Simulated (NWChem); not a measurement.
Species: C$_{3}$H$_{6}$OSi; SMILES C1C(=O)C[SiH2]1

```xyz
11

O      0.2845     2.1205     0.0000
C     -0.1002     0.9748     0.0000
C     -0.2719     0.0310    -1.2078
Si     0.1914    -1.3828     0.0000
C     -0.2719     0.0310     1.2078
H      0.3043     0.3138    -2.0909
H     -1.3327    -0.0493    -1.4834
H     -0.6631    -2.5980     0.0000
H      1.6279    -1.7563     0.0000
H     -1.3327    -0.0493     1.4834
H      0.3043     0.3138     2.0909
```
Atoms are numbered in this order, from 1.

Program: NWChem. The geometry was optimised at B3LYP/6-31G* (spherical d). Level r2SCAN/def2-SVP: energy and gradient on several grids; changes count from the extra-fine grid, which is no exact limit either.

### Question
Which is the coarsest grid (xcoarse; xfine; medium; coarse; fine) from which on the energy stays within 50 μHa and each gradient component within 100 μHa/bohr of xfine?

### Answer
fine.
```tsv
grid	size of the energy change (μHa)	largest change of a gradient component (μHa/bohr)	time, medium = 1 (rough)
xcoarse	3000	5000	about 1
coarse	500	500	about 1
medium	200	100	about 1
fine	< 10	30	about 1
xfine	< 10	< 30	2
```
